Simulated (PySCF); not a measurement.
# Dipole moment and polarisability of `C=[C](C)[GeH2][B](Cl)Cl`

Species: C3H7BCl2Ge.
Structure used (GFN2-xTB), in Å, numbered top down from 1:
```
atom  x, y, z in Å
C1    -0.937   -1.092    1.400
C2    -0.700   -0.234    0.421
C3    -1.280    1.144    0.394
Ge4    0.507   -0.683   -1.072
B5     2.270    0.310   -0.908
Cl6    3.712   -0.519   -0.524
Cl7    2.325    2.013   -1.058
H8    -1.574   -0.850    2.239
H9    -0.505   -2.080    1.399
H10   -1.888    1.339    1.275
H11   -1.898    1.267   -0.496
H12   -0.482    1.886    0.343
H13   -0.227   -0.331   -2.335
H14    0.677   -2.171   -1.101
```

Level: CAM-B3LYP/def2-SVPD (PySCF), static field, nuclei fixed, core orbitals frozen in the response. The polarisability tensor in these axes (au):

```
x   114.35  -0.33 -10.72
y    -0.33 109.95  -8.53
z   -10.72  -8.53  97.50
```

Problem. Give the principal values, the mean and the anisotropy Δα = √{½[(α1 − α2)² + (α2 − α3)² + (α1 − α3)²]}.

Solution. Principal values 89.28, 111.63 and 120.89 au; mean 107.27 au = 15.90 Å³ = 17.69 × 10⁻⁴⁰ C²·m²/J; Δα = 28.15 au (26 % of the mean).

Problem. What is the dipole moment, and where does it point?

Solution. (-0.50, 0.24, 0.20) D, 0.59 D in size, pointing from the negative to the positive side. Measured along this direction, the outermost atoms are Cl6 at the negative end and H10 at the positive end.

Problem. Refractivity n − 1 of an ideal gas of it at 400 K and 1 atm, from the electronic α?

Solution. N = p/kT = 1.8347 × 10¹⁹ cm⁻³, so n − 1 = 2π × N × 15.90 × 10⁻²⁴ cm³ = 1832 × 10⁻⁶ at long wavelengths, for an ideal gas.

Problem. Estimate the molar refractivity from the static electronic polarisability.

Solution. Lorentz–Lorenz: R = (4π/3)N_A α = 2.5225 cm³/(mol·Å³) × 15.90 Å³ = 40.1 cm³/mol, in the limit of long wavelengths.

Problem. Find the Langevin capture rate constant for NO+ (29.998 u) meeting this molecule (197.923 u), k = 2.342 × 10⁻⁹ cm³/s × √(α in Å³ / reduced mass in u).

Solution. The reduced mass is 26.05 u, so k = 1.83 × 10⁻⁹ cm³/s. The formula leaves out the permanent dipole, which adds to the capture rate.

The structure is a single GFN2-xTB conformer in the gas phase; no vibrational or solvent corrections. The calculation is non-relativistic, for germanium too.

The run behind these numbers computed excited states as well. On one thread of an Intel Xeon at 2.50 GHz (shared host), this took 3.0 min wall, 2.4 min CPU (grids of density and orbitals included) and 1.0 GiB of memory at its peak.
